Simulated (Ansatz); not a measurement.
Relaxation of H$_{9}$NSi$_{3}$ (13 atoms, charge 0, multiplicity 1), to a largest force component of 0.02 eV/Å in at most 40 steps.

Method: RKS PBE-D4/6-31G* (Ansatz 0.2.0).

```xyz
13
Properties=species:S:1:pos:R:3:forces:R:3
Si 0.000 0.000 0.000 -0.51 0.88 3.09
N 0.000 0.000 1.820 0.23 -0.16 -0.40
H -0.877 -0.271 2.350 1.69 0.50 -0.50
H 0.877 0.271 2.350 -1.72 -0.48 -0.50
Si 2.094 0.000 -0.739 0.64 0.00 -0.14
H 2.551 -1.376 -0.908 0.37 -0.70 -0.11
H 2.157 0.694 -2.022 0.12 0.35 -0.72
H 2.951 0.682 0.226 0.60 0.40 0.47
H -0.688 1.191 -0.486 -0.43 0.79 -0.49
Si -1.046 -1.812 -0.739 -0.41 -0.55 -0.29
H -1.703 -2.485 0.377 -0.42 -0.45 0.55
H -2.045 -1.427 -1.731 -0.60 0.05 -0.61
H -0.078 -2.717 -1.351 0.43 -0.61 -0.35
```

Q: Where does it end, and by what steps?

A: The run converged. The force dipped under the threshold on the way, but the program's further checks kept it going. After 14 steps the energy has fallen by 0.672 eV; H11 moved furthest, 0.94 Å.

| step | energy less start (eV) | largest force component (eV/Å) | accepted |
| --- | --- | --- | --- |
| 0 | 0.0000 | 3.088 | yes |
| 1 | -0.5186 | 1.378 | yes |
| 2 | -0.5917 | 0.714 | yes |
| 3 | -0.6421 | 0.273 | yes |
| 4 | -0.6573 | 0.027 | yes |
| 5 | -0.6596 | 0.200 | yes |
| 6 | -0.6649 | 0.090 | yes |
| 7 | -0.6687 | 0.019 | yes |
| 8 | -0.6675 | 0.188 | no |
| 9 | -0.6702 | 0.057 | yes |
| 10 | -0.6704 | 0.084 | yes |
| 11 | -0.6716 | 0.038 | yes |
| 12 | -0.6719 | 0.009 | yes |
| 13 | -0.6720 | 0.012 | yes |
| 14 | -0.6720 | 0.008 | yes |

```xyz
13
Properties=species:S:1:pos:R:3
Si 0.013 -0.024 0.165
N 0.236 -0.367 1.878
H -0.608 -0.563 2.421
H 0.830 0.279 2.403
Si 2.147 0.136 -0.802
H 2.866 -1.181 -0.758
H 2.040 0.568 -2.237
H 2.992 1.148 -0.077
H -0.738 1.249 -0.180
Si -1.187 -1.819 -0.758
H -2.459 -2.067 0.008
H -1.558 -1.523 -2.184
H -0.380 -3.085 -0.733
```

Whether the end is a true minimum wasn't checked by a vibrational analysis.

Time of the run: 71 s on 1 thread of Arm Neoverse V1, with other jobs on the host, peak memory 0.14 GiB.
